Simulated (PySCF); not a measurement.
BiI2, SMILES [I][Bi][I], multiplicity 2. The structure is a stationary point at B3LYP-D3(BJ)/def2-SVP. The multiplicity is an assumed one; other spin states were not compared. The isomer is the one that the SMILES or the coordinates give; other isomers of the formula were not compared. The def2 effective core potentials stand for the cores of Bi, I; spin–orbit coupling is left out.

Question: Give the equilibrium geometry at B3LYP-D3(BJ)/def2-SVP (PySCF confirms it by a frequency run) as a Z-matrix, and its point group. (An estimate is asked for; the answer gives what the named calculation found.)

Answer: point group C2v.
```
Bi
I 1 2.8361
I 1 2.8361 2 101.65
```
Charge 0, spin multiplicity 2.
